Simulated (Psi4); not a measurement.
silanone (H2OSi), singlet, at a GFN2-xTB geometry; CAM-B3LYP/def2-SVPD run with Psi4.

The Psi4 input:
```
memory 2 GB

molecule {
0 1
  Si    0.06685327   -0.42675674    0.00274181
  O    -0.16591088    1.05908930   -0.00680439
  H    -0.98465592   -1.43401683   -0.00031696
  H     1.37599714   -1.06410322    0.01636676
}

set basis def2-svpd

energy('cam-b3lyp')
print_variables()
```

It wrote (shortened):

```
   => Loading Basis Set <=

    Name: DEF2-SVPD
    Role: ORBITAL
    Keyword: BASIS

         ---------------------------------------------------------
                                   SCF
               by Justin Turney, Rob Parrish, Andy Simmonett
                          and Daniel G. A. Smith
                              RKS Reference
         ---------------------------------------------------------

  ==> Geometry <==

    Molecular point group: c1
    Full point group: C1

    Geometry (in Angstrom), charge = 0, multiplicity = 1:

       Center              X                  Y                   Z               Mass
    ------------   -----------------  -----------------  -----------------  -----------------
         SI           0.075311610490    -0.480750401736     0.003088704982    27.976926534650
         O           -0.157452539510     1.005095638264    -0.006457495018    15.994914619570
         H           -0.976197579510    -1.488010491736     0.000029934982     1.007825032230
         H            1.384455480490    -1.118096881736     0.016713654982     1.007825032230

  Running in c1 symmetry.

  Rotational constants: A =      5.85896  B =      0.63168  C =      0.57020 [cm^-1]
  Rotational constants: A = 175647.25351  B =  18937.17164  C =  17094.18513 [MHz]
  Nuclear repulsion =   53.030609204951148

  Charge       = 0
  Multiplicity = 1
  Electrons    = 24
  Nalpha       = 12
  Nbeta        = 12

  ==> Algorithm <==

  SCF Algorithm Type is DF.
  DIIS enabled.
  MOM disabled.
  Fractional occupation disabled.
  Guess Type is SAD.
  Energy threshold   = 1.00e-06
  Density threshold  = 1.00e-06
  Integral threshold = 1.00e-12

  ==> Primary Basis <==

  Basis Set: DEF2-SVPD
    Blend: DEF2-SVPD
    Number of shells: 27
    Number of basis functions: 63
    Number of Cartesian functions: 67
    Spherical Harmonics?: true
    Max angular momentum: 2

  ==> DFT Potential <==

   => LibXC <=

    Version 7.1.2
    S. Lehtola, C. Steigemann, M. J. T. Oliveira, and M. A. L. Marques,  SoftwareX 7, 1–5 (2018) (10.1016/j.softx.2017.11.002)

   => Composite Functional: CAM-B3LYP <=

    CAM-B3LYP Hyb-GGA Exchange-Correlation Functional

    T. Yanai, D. P. Tew, and N. C. Handy,  Chem. Phys. Lett. 393, 51 (2004) (10.1016/j.cplett.2004.06.011)

    Deriv               =              1
    GGA                 =           TRUE
    Meta                =          FALSE

    Exchange Hybrid     =           TRUE
[...]
   @DF-RKS iter   3:  -365.72664311606485   -1.46590e+00   1.61509e-03 DIIS/ADIIS
   @DF-RKS iter   4:  -365.72995352515579   -3.31041e-03   4.54927e-04 DIIS/ADIIS
   @DF-RKS iter   5:  -365.73028855647760   -3.35031e-04   1.09342e-04 DIIS/ADIIS
   @DF-RKS iter   6:  -365.73030843251587   -1.98760e-05   2.22353e-05 DIIS
   @DF-RKS iter   7:  -365.73030940732036   -9.74804e-07   2.64312e-06 DIIS
   @DF-RKS iter   8:  -365.73030944627914   -3.89588e-08   3.89448e-07 DIIS
  Energy and wave function converged.

  ==> Post-Iterations <==

   Electrons on quadrature grid:
      Ntotal   =   24.0000014985 ; deviation = 1.499e-06

    Orbital Energies [Eh]
    ---------------------

    Doubly Occupied:

[...]
    Virtual:

[...]
    Final Occupation by Irrep:
              A
    DOCC [    12 ]
    NA   [    12 ]
    NB   [    12 ]

  @DF-RKS Final Energy:  -365.73030944627914

   => Energetics <=

    Nuclear Repulsion Energy =             53.0306092049511477
    One-Electron Energy =                -610.9993431958935162
    Two-Electron Energy =                 214.9779103945064946
    DFT Exchange-Correlation Energy =     -22.7394858498431951
    Empirical Dispersion Energy =           0.0000000000000000
    VV10 Nonlocal Energy =                  0.0000000000000000
    Total Energy =                       -365.7303094462791364

Computation Completed

Properties will be evaluated at   0.000000,   0.000000,   0.000000 [a0]

Properties computed using the SCF density matrix

 Multipole Moments:

 ------------------------------------------------------------------------------------
     Multipole            Electronic (a.u.)      Nuclear  (a.u.)        Total (a.u.)
 ------------------------------------------------------------------------------------

 L = 1.  Multiply by 2.5417464519 to convert [e a0] to [Debye]
 Dipole X            :         -0.1454447            0.3836147            0.2381699
 Dipole Y            :          0.9284438           -2.4487976           -1.5203538
 Dipole Z            :         -0.0059650            0.0157329            0.0097679
 Magnitude           :                                                    1.5389269

 ------------------------------------------------------------------------------------

  Variable Map:
  ----------------------------------------------------------------------------
[...]
  Array Variable Map:
  ----------------------------------------------------------------------------
[...]
[...]
```
